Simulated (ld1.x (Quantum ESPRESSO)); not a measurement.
**u(r) = r·R(r): atom against pseudo-atom (Cd)**

Columns: radius, all-electron u(r) and pseudo u(r) of the 5p shell (level -14.59 eV) of cadmium in the configuration [Kr] 4d10 5s0 5p0; PBE, scalar-relativistic, PAW scheme, ld1.x (Quantum ESPRESSO) 7.5.

```json
{"r (bohr)": "0.160", "all-electron": "-0.0615", "pseudo": "-0.0086"}
{"r (bohr)": "0.320", "all-electron": "-0.1446", "pseudo": "-0.0338"}
{"r (bohr)": "0.480", "all-electron": "0.0977", "pseudo": "-0.0742"}
{"r (bohr)": "0.640", "all-electron": "0.2666", "pseudo": "-0.1273"}
{"r (bohr)": "0.800", "all-electron": "0.2823", "pseudo": "-0.1900"}
{"r (bohr)": "0.960", "all-electron": "0.1924", "pseudo": "-0.2588"}
{"r (bohr)": "1.120", "all-electron": "0.0545", "pseudo": "-0.3299"}
{"r (bohr)": "1.280", "all-electron": "-0.0938", "pseudo": "-0.3997"}
{"r (bohr)": "1.440", "all-electron": "-0.2323", "pseudo": "-0.4651"}
{"r (bohr)": "1.600", "all-electron": "-0.3521", "pseudo": "-0.5232"}
{"r (bohr)": "1.760", "all-electron": "-0.4502", "pseudo": "-0.5723"}
{"r (bohr)": "1.920", "all-electron": "-0.5264", "pseudo": "-0.6109"}
{"r (bohr)": "2.080", "all-electron": "-0.5824", "pseudo": "-0.6388"}
{"r (bohr)": "2.240", "all-electron": "-0.6205", "pseudo": "-0.6562"}
{"r (bohr)": "2.400", "all-electron": "-0.6429", "pseudo": "-0.6639"}
{"r (bohr)": "2.560", "all-electron": "-0.6521", "pseudo": "-0.6631"}
{"r (bohr)": "2.720", "all-electron": "-0.6503", "pseudo": "-0.6549"}
{"r (bohr)": "2.880", "all-electron": "-0.6394", "pseudo": "-0.6408"}
{"r (bohr)": "3.040", "all-electron": "-0.6213", "pseudo": "-0.6214"}
{"r (bohr)": "3.200", "all-electron": "-0.5975", "pseudo": "-0.5975"}
{"r (bohr)": "3.360", "all-electron": "-0.5695", "pseudo": "-0.5695"}
{"r (bohr)": "3.520", "all-electron": "-0.5385", "pseudo": "-0.5385"}
{"r (bohr)": "3.680", "all-electron": "-0.5056", "pseudo": "-0.5056"}
{"r (bohr)": "3.840", "all-electron": "-0.4717", "pseudo": "-0.4717"}
{"r (bohr)": "4.000", "all-electron": "-0.4376", "pseudo": "-0.4376"}
{"r (bohr)": "4.160", "all-electron": "-0.4040", "pseudo": "-0.4040"}
```

(1) How many radial nodes do the two functions have?

(2) At about which radius was the pseudo-wave matched?

(3) Is the pseudo-wave norm-conserving?

## Answers

(1) The all-electron 5p function has n − l − 1 = 3 (the table is too coarse to show those close to the nucleus); the pseudo-wave has 0, since the states of the same l below it are removed with the core.

(2) 3.20 bohr, where the columns begin to agree (steps of 0.16 bohr).

(3) No, it belongs to a PAW set: the norm inside the radius is not constrained, and the difference is carried by the augmentation charge.
